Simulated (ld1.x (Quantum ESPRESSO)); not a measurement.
Results of a calculation; reference values are marked as such.
# Potentials for lead (Pb) compared

Generated with ld1.x 7.5 (TM, RRKJ, ultrasoft, PAW), atompaw 4.2 or ONCVPSP 4.0.1. The cutoff is in Ry: for ld1.x and atompaw files where the sum of valence levels is converged to 10 mRy in a Bessel basis, for ONCV files where the hardest occupied wave has 1 mHa per electron of residual kinetic energy. The error is the largest all-electron minus pseudo excitation energy over each file’s own four to seven test configurations (ionisations up to +4, promotions, holes and added fractions of an electron), all of which were solved. The labels leave out finer settings (local radius, basis sizes, second energies), which also bear on the numbers. Spin-polarised tests are not counted. The rows are a selection from randomly drawn settings: files with unsolved tests, undetermined cutoffs or missed reference levels are left out.

```csv
potential,cutoff (Ry),largest error (meV),bound ghosts
"TM, PBE, scalar-relativistic, rc 1.55/2.15/1.70 (spd), local p, core correction yes, reference 5d10 6s2 6p2",55,-35,none
"TM, PBEsol, scalar-relativistic, rc 2.08/4.00/4.36 (spd), local smoothed, core correction no, reference 6s2 6p2",21,+164,none
```

(1) Fill in the row for Pb: TM semilocal, PBE, scalar-relativistic, rc 2.00/2.20/1.55 (spd), local s, core correction no, reference 5d10 6s1 6p0.

(2) Fill in the row for Pb: TM, PBEsol, scalar-relativistic, rc 2.52/2.85/1.65 (spd), local p, core correction no, reference 5d10 6s2 6p2.

(3) Fill in the row for Pb: TM semilocal, PW91, scalar-relativistic, rc 1.75/2.50/2.20 (spd), local s, core correction yes, reference 6s2 6p0.

Answers

(1) cutoff 55 Ry, largest error +111 meV, bound ghosts: none.

(2) cutoff 55 Ry, largest error -158 meV, bound ghosts: none.

(3) cutoff 25 Ry, largest error -201 meV, bound ghosts: none.
